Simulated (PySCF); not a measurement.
Compound: C7H10O2.
SMILES with atom numbers: `[CH:1]#[C:2][CH2:3][C@H:4]1[CH2:5][CH2:6][O:7][CH2:8][O:9]1`

Structure used (GFN2-xTB), in Å, numbered top down from 1:
```xyz
19
C7H10O2 angstrom
C      3.564    0.478   -0.061
C      2.577    0.093    0.493
C      1.374   -0.354    1.162
C      0.115    0.154    0.454
C     -0.096   -0.492   -0.919
C     -1.463   -0.052   -1.445
O     -2.472   -0.334   -0.494
C     -2.195    0.273    0.729
O     -0.993   -0.145    1.295
H      4.438    0.807   -0.539
H      1.366    0.018    2.190
H      1.352   -1.446    1.197
H      0.180    1.250    0.328
H      0.698   -0.196   -1.604
H     -0.091   -1.578   -0.805
H     -1.742   -0.595   -2.350
H     -1.450    1.029   -1.660
H     -2.183    1.378    0.603
H     -2.989   -0.019    1.418
```

NICS = −σ at a ghost point: NICS(0) at the centroid of the ring atoms, NICS(1) 1 Å to either side along the normal of their mean plane, zz for the tensor component along that normal. Level: GIAO PBE0/pcSseg-1 (PySCF, non-relativistic, gas phase) on the GFN2-xTB geometry, one conformer.

Ring bond lengths (Å), with Mayer bond orders in brackets: C4–C5 1.532 (0.99), C5–C6 1.530 (1.03), C6–O7 1.415 (0.92), O7–C8 1.393 (0.98), C8–O9 1.393 (0.97), O9–C4 1.423 (0.89).

Task: Give the NICS values of each ring in ppm.

Result: 
```tsv
ring	type	NICS(0)	NICS(1), two faces	NICS(1)zz, two faces	rms pucker (Å)	centre to ring atoms, mean (Å)
C4–C5–C6–O7–C8–O9	6-membered ring with 2 O; formal bonds all single	-2.5	-1.7 / -1.9	2.9 / 1.8	0.23	1.39
```

Task: What do they say, and how far can they be read as aromaticity?

Result: 
- C4–C5–C6–O7–C8–O9: mean NICS(1)zz 2.4 ppm, near zero. C4, C5, C6, C8 have four or more neighbours; no verdict on aromaticity is drawn.
